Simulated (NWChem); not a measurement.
System: C$_{4}$H$_{5}$Si cation

The following NWChem deck was run.

```
start job
memory heap 200 mb stack 900 mb global 1100 mb
charge 1
geometry units angstroms noautoz
  C      0.000000    -0.758169     1.236590
  C      0.000000    -1.388398     0.042659
  Si     0.000000     0.000000    -1.139800
  C      0.000000     1.388398     0.042659
  C      0.000000     0.758169     1.236590
  H      0.000000    -1.288397     2.195360
  H      0.000000    -2.470089    -0.096355
  H      0.000000     0.000000    -2.619115
  H      0.000000     2.470089    -0.096355
  H      0.000000     1.288397     2.195360
end
basis spherical
  * library def2-svp
end
dft
  xc xpbe96 cpbe96
  iterations 150
  mulliken
end
task dft energy
```

All runs use the structure optimised with PBE0/def2-SVP.

Problem. Predict the main results of this run. (PBE/def2-SVP.) Quantities: energy (Ha); highest occupied level (eV); orbital gap (eV).

Solution. 
| Property | Result |
|---|---|
| energy (Ha) | -444.01 |
| highest occupied level (eV) | -11.70 |
| orbital gap (eV) | 1.56 |
